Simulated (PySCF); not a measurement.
# Spinor energies of Sr (strontium, neutral)

Start: [Kr] 5s1 5p1; 5s1/2 filled at m_j = +1/2; 5p3/2 filled at m_j = +3/2. Calculated with PySCF 2.14 in x2c-TZVPall-2c: generalised Hartree-Fock with the X2C-1e Hamiltonian and a Gaussian nucleus; one run each with spin-orbit coupling (SO) switched off, then screened by Boettger's factors. This is a chosen level, not necessarily the ground level.

| spinor shell | electrons | ε, spin-free (eV) | ε, screened SO (eV) | weight of nominal j (screened SO) | rms radius, screened SO (bohr) |
| --- | --- | --- | --- | --- | --- |
| 1s1/2 | 2 | -16198.6 | -16197.9 | 1.000 | 0.0451 |
| 2s1/2 | 2 | -2262.4 | -2262.3 | 1.000 | 0.187 |
| 2p1/2 | 2 | -2004.7 | -2051.8 | 1.000 | 0.164 |
| 2p3/2 | 4 | -2004.7 | -1982.3 | 1.000 | 0.167 |
| 3s1/2 | 2 | -380.66 | -380.65 | 1.000 | 0.524 |
| 3p1/2 | 2 | -294.90 | -302.49 | 1.000 | 0.528 |
| 3p3/2 | 4 | -294.90 | -291.33 | 1.000 | 0.539 |
| 3d3/2 | 4 | -153.02 | -154.18 | 1.000 | 0.545 |
| 3d5/2 | 6 | -153.02 | -152.25 | 1.000 | 0.548 |
| 4s1/2 | 2 | -53.954 | -53.970 | 1.000 | 1.46 |
| 4p1/2 | 2 | -30.783 | -31.658 | 0.995 | 1.66 |
| 4p3/2 | 4 | -30.783 | -30.399 | 0.998 | 1.69 |
| 5s1/2 | 1 | -6.589 | -6.594 | 0.996 | 4.72 |
| 5p3/2 | 1 | -3.826 | -3.803 | 1.000 | 6.02 |

```
   quantity    spin-free  screened SO
E (hartree)  -3177.15422  -3177.40191
        M_J            2            2
       ⟨J²⟩        6.027        6.026
       ⟨L²⟩        2.026        2.031
       ⟨S²⟩        2.000        2.006
```

Each row is a mean over spinors that exchange with the open shell spreads, by up to 0.319 eV (4s1/2).

Breit and QED terms are absent; they matter most for the inner s and p1/2 levels.

Densities and radii are taken from the X2C orbitals without a picture-change correction, which distorts them close to the nucleus.

Without spin-orbit coupling the j labels of p, d and f shells carry no meaning; the spin-free column gives the mean over the occupied spinors of each nl shell.
